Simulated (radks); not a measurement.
Q: These are the eigenvalues of the occupied orbitals of an atom or ion with whole-number occupations (hartree). Method: scalar-relativistic Kohn-Sham, LDA (Slater exchange, Perdew-Wang correlation), spin-polarised, spherical densities, point nucleus; computed with a radial shooting solver on a logarithmic mesh with Libxc functionals.

1s up: -350.9499
1s down: -350.9496
2s up: -44.06782
2s down: -44.04158
2p up: -38.45213
2p down: -38.43195
3s up: -6.28825
3s down: -6.24366
3p up: -4.61405
3p down: -4.57052
3d up: -1.89646
3d down: -1.85531

Which element is it, and in what charge state? The configuration may be excited. Open shells, if any, are filled with parallel spins first.

A: Z = 30, zinc, charge +3: Zn3+ in [Ar] 3d9. The list shows which subshells hold electrons but not how many an open one holds; the 1s level, -350.95 hartree, gives Z - s = 26.5 by -(Z - s)^2/2, which with screening and relativity narrows Z to a few neighbours, and the depths of the outer levels then fix element, charge and occupations together.
